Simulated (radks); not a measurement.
Values are calculated unless marked as measured or tabulated.
How relativity changes the ionisation of neutral strontium ([Kr] 5s2) to Sr+ ([Kr] 5s1). Spin-unpolarised spherical Kohn-Sham, PBE, point nucleus unless stated (finite: rms radius 4.224 fm), a radial shooting solver on a logarithmic mesh with Libxc functionals. A level marked "c x" has the speed of light scaled by that factor.

\begin{tabular}{lrrrrr}
level & E(Sr) (hartree) & E(Sr+) (hartree) & IE (eV) & HOMO & <r> HOMO (bohr) \\ \hline
non-rel. & -3132.94866 & -3132.73543 & 5.802 & 5s & 4.398 \\
scalar-rel. & -3179.49289 & -3179.27661 & 5.885 & 5s & 4.333 \\
scalar-rel., finite nucleus & -3179.46127 & -3179.24499 & 5.885 & 5s & 4.333 \\
Dirac & -3179.79759 & -3179.58132 & 5.885 & 5s1/2 & 4.333 \\
Dirac, finite nucleus & -3179.76593 & -3179.54966 & 5.885 & 5s1/2 & 4.333 \\
Dirac, c x 0.75 & -3218.87236 & -3218.65348 & 5.956 & 5s1/2 & 4.280 \\
Dirac, c x 1.25 & -3162.51781 & -3162.30267 & 5.854 & 5s1/2 & 4.357 \\
Dirac, c x 100 & -3132.95317 & -3132.73994 & 5.802 & 5s1/2 & 4.398 \\
\end{tabular}

NIST Atomic Spectra Database: 5.695 eV (measured). The relativistic part of the total energy of Sr is -46.82 hartree (Dirac, finite nucleus), 1.5 % of the non-relativistic value. Spin polarisation and multiplet splitting of open shells are left out at every level.

Beside tabulated values, note that relativity, absent from the non-relativistic runs, is large for the heavy elements, and spin-unpolarised runs miss the spin-polarisation part of the exchange energy of open shells.
